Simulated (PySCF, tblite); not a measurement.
Isomers of [C7H14]+ (charge +1 and doublet state), one GFN2-xTB conformer each. Single-point energies are computed at B3LYP/pcH-1 (PySCF, gas phase, no added dispersion term), electronic only. GFN2-xTB treats the open shell by occupation alone, and not every SCF solution was tested for stability.

Task: Rank them by B3LYP/pcH-1 energy, lowest first (kcal/mol).
A. `[CH2+:1][CH:2][C@H:3]([CH3:4])[CH2:5][CH2:6][CH3:7]` (charge +1 and doublet state) with H–C1–C2–C3 7° and -174°, C1–C2–C3–C4 -178°, C2–C3–C5–C6 68°, C3–C5–C6–C7 -177°
B. `[CH3:1][CH+:2][C:3]([CH3:4])[CH2:5][CH2:6][CH3:7]` (charge +1 and doublet state) with C1–C2–C3–C4 180°, C2–C3–C5–C6 180°, C3–C5–C6–C7 180°

Result: B (0.0), A (24.5).

GFN2-xTB itself gives, in the same order: 0.0, 18.9. Both levels put the same isomer lowest.

Task: What happens when harmonic zero-point energies from GFN2-xTB frequencies are added?

Result: 
```csv
SMILES,ZPE (kcal/mol),electronic (kcal/mol),with ZPE (kcal/mol)
C[CH+][C](C)CCC,116.5,0.0,0.0
[CH2+][CH][C@H](C)CCC,115.8,24.5,23.8
```

The zero-point energies span 0.7 kcal/mol. The order is unchanged.
